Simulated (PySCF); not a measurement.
Several molecules and their computed UV-vis stick spectra, shuffled. Computed, not measured: PySCF 2.14.0, density-fitted response routines, TDDFT B3LYP/def2-SVPD, vertical, gas phase, core orbitals frozen in the response. Geometries: PBE0-D3(BJ)/def2-SVP; one conformer of each isolated species. Triplets are in the Tamm–Dancoff approximation.

A. `N#Cc1nc(O[SiH2]Cl)no1`
B. `O=Cn1nc(F)cc1CO`
C. `BC(B)C1CCC1`

Lowest singlet levels (six at most, fewer where fewer were computed) with oscillator strengths:

1. 258 nm (f 0.003); 249 nm (f 0.023); 243 nm (f 0.003); 224 nm (f 0.274); 210 nm (f 0.003); 182 nm (f 0.019)
2. 256 nm (f 0.010); 249 nm (f 0.006); 225 nm (f 0.002); 223 nm (f 0.006); 209 nm (f 0.000); 205 nm (f 0.000); T1 4.36 eV
3. 244 nm (f 0.112); 236 nm (f 0.004); 213 nm (f 0.007); 202 nm (f 0.000); 197 nm (f 0.000); 195 nm (f 0.000)

**Question.** Match each spectrum to its molecule.

**Answer.** 1 = B, 2 = C, 3 = A.
- A: S1 at 5.07 eV, HOMO→LUMO (94%); Löwdin shares by element: HOMO nitrogen 32% or more, oxygen 32%, carbon 12% or more (atoms not listed hold the other 24%); LUMO nitrogen 35% or more, carbon 21% or more, oxygen 14% or more (atoms not listed hold the other 30%); HOMO -8.54 and LUMO -3.08 eV.
- B: S1 at 4.81 eV, HOMO-1→LUMO (61%), HOMO-3→LUMO (22%), HOMO→LUMO (15%); Löwdin shares by element: HOMO nitrogen 30% or more, carbon 30% or more, oxygen 10% or more (atoms not listed hold the other 30%); LUMO carbon 47% or more, oxygen 21% or more (atoms not listed hold the other 32%); HOMO -7.96 and LUMO -2.30 eV.
- C: S1 at 4.85 eV, HOMO→LUMO (94%); Löwdin shares by element: HOMO carbon 61% or more (atoms not listed hold the other 39%); LUMO boron 56%, carbon 17% or more, hydrogen 5% or more (atoms not listed hold the other 22%); HOMO -8.05 and LUMO -2.16 eV; point group Cs, 2 of its 6 listed states under f = 0.0005.
B and C have S1 within 0.04 eV of each other; their strongest listed levels stand at 5.54 eV (f 0.274) and 4.85 eV (f 0.010).
